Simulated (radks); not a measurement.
Valence configurations of Cd II (all share [Kr]). Method: Dirac Kohn-Sham, PBE, spin-unpolarised, spherical densities, point nucleus; open shells are shared between the two j in proportion to 2j + 1; computed with a radial shooting solver on a logarithmic mesh with Libxc functionals. Order these by energy: 4d9.5 5s1.5; 4d8 5s2 5p1; 4d10 5p1; 4d8 5s1 5p2; 4d9 5s1 5p1; 4d10 5s1; 4d9.5 5s1 5p0.5; 4d7.5 5s2 5p1.5; 4d9 5s2; 4d10 5s0.5 5p0.5.

Answer. From the lowest, in eV above it: 4d10 5s1 0.000; 4d10 5s0.5 5p0.5 2.859; 4d9.5 5s1.5 4.034; 4d10 5p1 5.769; 4d9.5 5s1 5p0.5 7.034; 4d9 5s2 8.701; 4d9 5s1 5p1 15.025; 4d8 5s2 5p1 26.899; 4d8 5s1 5p2 33.936; 4d7.5 5s2 5p1.5 37.504. NIST lists [Kr] 4d10 5s1 as the ground configuration; this level of theory agrees among the configurations tried. The energies are those of spherical spin-averaged densities, not of single terms.
